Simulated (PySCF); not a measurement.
## MoNF3, singlet: molecular constants

All numbers come from PBE in PySCF with Mo def2-SVP with ECP28, N def2-SVP, F def2-SVP; scalar-relativistic core potentials, no spin–orbit coupling; density-fitted integrals.

The structure is a minimum.

| Item | Value |
| --- | --- |
| Point group | C3v |
| Bond lengths | Mo–F 1.853 Å (×3), Mo–N 1.641 Å |
| Bond angles | F–Mo–F 113.7° (×3), F–Mo–N 104.8° (×3) |
| Rotational symmetry number | 3 |
| Entropy at 298.15 K and 1 bar | 320.3 J/(mol K) |
| Highest occupied level | -8.19 eV |
| Atomisation energy without zero-point energy | 2304 kJ/mol |
| Heat capacity Cp at 298.15 K | 81.8 J/(mol K) |
| Dipole moment | 1.55 D |
| Enthalpy at 298.15 K above 0 K | 17.67 kJ/mol |
| Zero-point energy | 26.4 kJ/mol |
| Lowest empty level | -4.09 eV |
| Rotational constants | 0.1188, 0.1188, 0.09213 cm⁻¹ |
| Principal quadrupole moments (Buckingham, traceless) about the centre of mass | -0.18, 0.09, 0.09 D Å |
| Principal polarisabilities | 33.2, 33.2, 40.4 bohr³ |

Harmonic modes (masses in u: Mo 97.905, N 14.003, F 18.998):
| symmetry | ω (cm⁻¹) | IR (km/mol, summed over degenerate members) | μ (u) | type |
| --- | --- | --- | --- | --- |
| e | 151 | 17.2 | 20.59 | bend |
| a1 | 222 | 9.0 | 23.51 | bend |
| e | 323 | 9.7 | 16.33 | bend |
| a1 | 676 | 35.9 | 19.56 | stretch |
| e | 712 | 250 | 23.60 | stretch |
| a1 | 1135 | 49.1 | 15.72 | stretch |

In C3v the vibrations span 3e + 3a1.

Charges (e):
| atom | Mulliken | Löwdin | polar tensor | Mayer order to Mo1 |
| --- | --- | --- | --- | --- |
| Mo1 | 1.02 | 0.26 | 2.03 | – |
| N2 | -0.17 | 0.02 | -0.44 | 2.85 |
| F3,4,5 | -0.28 | -0.09 | -0.53 | 1.09 |

Mulliken populations on Mo1 (electrons outside its core potential): s 2.23, p 6.53, d 4.13, f 0.09.

Outer orbital energies (eV). occupied: -11.69, -10.89, -10.72, -10.72, -10.57, -8.28, -8.28, -8.19; empty: -4.09, -4.09, -2.05, -2.05.

Formally Mo is in oxidation state +6, d0. The polar-tensor charge on Mo, 2.03, is far below the formal one.

Stability towards spin polarisation was not tested. This need not be the most stable arrangement of these atoms.

The final relaxation and frequency run took 41 s on 2 threads of a shared Arm Neoverse V2 host, with 87 basis functions and 13 gradients; the process peaked at 1.1 GiB.
